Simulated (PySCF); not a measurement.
Working out the ionisation energy of S⁺

S⁺ [Ne] 3s2 3p3 (4S) → S²⁺ [Ne] 3s2 3p2 (3P). Computed with PySCF 2.14 in aug-cc-pVQZ-DK (7s6p4d3f2g, 84 functions), with the spin-free X2C one-electron Hamiltonian (Gaussian nucleus). Frozen: [Ne]. Energies in hartree (1 hartree = 27.21139 eV):

```csv
part,S⁺ (lower),S²⁺ (upper)
UHF,-398.255190,-397.420474
CCSD correlation,-0.113661,-0.092256
(T),-0.004167,-0.002457
```

What does Hartree-Fock give?

(-397.420474) − (-398.255190) = 0.834716 hartree = 22.714 eV.

What do CCSD and CCSD(T) give?

The CCSD correlation energies differ by 0.021405 hartree = 0.582 eV and the triples by 0.001710 hartree = 0.047 eV, so CCSD gives 23.296 eV and CCSD(T) 23.343 eV.

A first-order spin-orbit estimate adds -0.062 eV to CCSD(T) (valence), giving 23.281 eV against 23.338 eV (measured; NIST Atomic Spectra Database, ionization energies).

What remains against the reference includes basis incompleteness, the frozen core and higher excitations.
